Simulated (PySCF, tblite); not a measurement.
Calculations on `C=C(C)c1c[c]c(Cl)s1` [radical], in the order of a workflow; each names the level of the geometry that it ran on. Settings lines and outputs come from a driver script.

C7H6ClS (doublet state).
Numbering: `[CH2:1]=[C:2]([CH3:3])[c:4]1[cH:5][c:6][c:7]([Cl:8])[s:9]1` (hydrogens: H10, H11 on C1; H12, H13, H14 on C3; H15 on C5)

Step 1: GFN2-xTB geometry optimisation, gas phase (tblite 0.8.0) (from a force-field or distance-geometry start)
```json
{"job": {"kind": "relax", "xc": "GFN2-xTB", "basis": "xTB"}, "charge": 0, "multiplicity": 2}
```
```
step      E/eV     max force
  0    -699.00682    3.121
  1    -699.20730    1.439
  2    -699.28368    0.786
...
 53    -699.47541    0.030
 54    -699.47549    0.020
 55    -699.47555    0.020
 56    -699.47558    0.015
 57    -699.47559    0.009
```

Energy lowered by 10.8 kcal/mol over 57 steps; largest atomic force 0.009 eV/Å at the end. «max force» is the largest atomic force in eV/Å.

Step 2: GFN2-xTB harmonic vibrations, gas phase (tblite 0.8.0) (on the GFN2-xTB geometry)
```json
{"job": {"kind": "ir", "xc": "GFN2-xTB", "basis": "xTB"}, "charge": 0, "multiplicity": 2}
```
```
(table of modes left out)
```

39 modes from 47 to 3154 cm⁻¹ (unscaled, harmonic); zero-point energy 64.5 kcal/mol; all wavenumbers are real at this level.

Step 3: UKS B3LYP, pcH-1 on C Cl H S, non-relativistic, mean-field spin-orbit, GIAO (PySCF 2.14.0) (on the GFN2-xTB geometry)
```json
{"job": {"kind": "epr", "basis": "pcH-1"}, "charge": 0, "multiplicity": 2}
```
```
...
E = -1128.64504022 Eh   <S^2> = 0.7583 (exact 0.7500)
g shifts (ppm)      1          2          3
  rmc          -172       -172       -172
  gc             19        -40          8
  oz_so       -3199      -1403        373
  total       -3351      -1615        209
hyperfine (MHz)  atom isotope    a_iso     a_fc   dipolar eigenvalues
    0   13C       7.59       7.60     -1.06     -0.03      1.09
    1   13C       2.48       2.48     -1.94     -0.53      2.47
    2   13C      -0.10      -0.10     -0.25     -0.19      0.43
    3   13C      65.05      65.05     -4.64     -0.37      5.01
    4   13C      35.43      35.40    -10.30     -2.28     12.58
    5   13C     418.04     418.47    -77.85    -60.48    138.32
    6   13C      11.72      11.85    -17.68     -3.72     21.40
    7  35Cl       6.09       5.96     -5.75     -2.02      7.77
    8   33S      -0.72      -0.76    -11.71    -10.68     22.39
    9    1H       2.00       2.00     -1.54      0.28      1.25
   10    1H       4.70       4.71     -0.84     -0.56      1.40
   11    1H       0.06       0.06     -0.56     -0.37      0.93
   12    1H      -0.39      -0.39     -1.02     -0.75      1.77
   13    1H      -0.37      -0.37     -1.01     -0.74      1.75
   14    1H      24.97      24.97     -6.34     -5.21     11.56
```

⟨S²⟩ 0.758; g_iso 2.0007. rmc, gc and oz_so are the mass-correction, gauge-correction and orbital-Zeeman/spin–orbit parts of the g shift along its three principal axes; a_iso is the isotropic hyperfine coupling and a_fc its Fermi-contact part. The log counts atoms from 0, this text from 1.

Task: Which step took the most CPU time, and about what did each take on an Arm Neoverse V2 with one thread, shared host?

Result: Step 3, about 99 % of the total. CPU time by step: 1: 0.45 s, 2: 0.57 s, 3: 2.7 min.

Geometry of the electronic-property runs (GFN2-xTB):
```
atom  x, y, z in Å
C1    -1.348   -0.472   -1.588
C2    -0.942   -0.108   -0.372
C3    -1.910    0.225    0.726
C4     0.466   -0.012   -0.045
C5     1.031    0.294    1.169
C6     2.423    0.288    1.098
C7     2.986    0.006   -0.073
Cl8    4.615   -0.089   -0.545
S9     1.694   -0.304   -1.261
H10   -0.648   -0.712   -2.370
H11   -2.393   -0.541   -1.836
H12   -2.931    0.143    0.365
H13   -1.745    1.239    1.084
H14   -1.781   -0.459    1.564
H15    0.478    0.509    2.062
```

 (This holds for the electronic-property runs.)

One conformer stands for the species.
